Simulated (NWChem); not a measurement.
C3H5BO2; SMILES C#CCB(O)O

```xyz
11

C      0.3061     2.6048     0.0000
C     -0.3399     1.5773     0.0000
C     -1.0117     0.2911     0.0000
B      0.0168    -0.9289     0.0000
O     -0.4925    -2.1861     0.0000
O      1.3603    -0.7424     0.0000
H      0.8374     3.5385     0.0000
H     -1.6715     0.1930     0.8797
H     -1.6715     0.1930    -0.8797
H      0.2058    -2.8506     0.0000
H      1.5838     0.1986     0.0000
```
Atoms are numbered in this order, from 1.

All runs: NWChem. STO-3G and 3-21G are far too small for this property and stand as cheap habits. Geometry: optimised at PBE0/def2-SVP. GIAO values for the isolated, static molecule; σ is the absolute isotropic shielding, δ = σ(reference) − σ with the isolated reference molecule computed at the same levels (13C: tetramethylsilane, 1H: tetramethylsilane, 17O: water).

| level | δ C1 (ppm) | δ C2 (ppm) | δ O5 (ppm) | δ O6 (ppm) | δ H7 (ppm) | δ H8 (ppm) | δ H11 (ppm) |
|---|---|---|---|---|---|---|---|
| Hartree-Fock/STO-3G | 74.1 | 68.8 | 31.3 | 43.7 | 2.58 | 1.26 | 3.45 |
| BHandHLYP/pcSseg-1 | 75.1 | 87.2 | 104.8 | 125.5 | 1.99 | 1.68 | 5.49 |
| KT2/pcSseg-1 | 65.2 | 78.6 | 110.6 | 136.7 | 1.90 | 1.86 | 5.52 |
| PBE/pcSseg-1 | ? | ? | ? | ? | ? | ? | ? |

Question: Complete the blanks.

Answer: 
- PBE/pcSseg-1, δ C1 (ppm): 70.3
- PBE/pcSseg-1, δ C2 (ppm): 85.7
- PBE/pcSseg-1, δ O5 (ppm): 120.8
- PBE/pcSseg-1, δ O6 (ppm): 145.3
- PBE/pcSseg-1, δ H7 (ppm): 1.64
- PBE/pcSseg-1, δ H8 (ppm): 1.81
- PBE/pcSseg-1, δ H11 (ppm): 5.58
